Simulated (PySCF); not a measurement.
## How methods differ on the excitation energy of Ni⁺

Ni⁺ [Ar] 3d9 (2D) → Ni⁺ [Ar] 3d8 4s1 (4F), as a difference of total energies. All numbers are calculated (PySCF 2.14, scalar relativity by spin-free X2C-1e, in ANO-RCC-VTZP (6s5p3d2f1g, 59 functions)). Correlated levels: valence: [Ar] frozen. The calculations carry no spin-orbit coupling.

```
           method  excitation energy (eV)
              UHF                  -1.014
    MP2 (valence)                   1.544
SCS-MP2 (valence)                   1.412
   CCSD (valence)                   0.775
CCSD(T) (valence)                   0.936
```

How much does correlation contribute at CCSD(T) (valence)?

0.936 − (-1.014) = 1.950 eV, measured against UHF.

Errors of the correlated levels include the incompleteness of this basis and the frozen core.

The basis was made for the ground configuration and has no added diffuse functions, so the excitation energy can come out too high.

For comparison: 1.085 eV (measured; NIST levels, between the centres of gravity of the two terms).
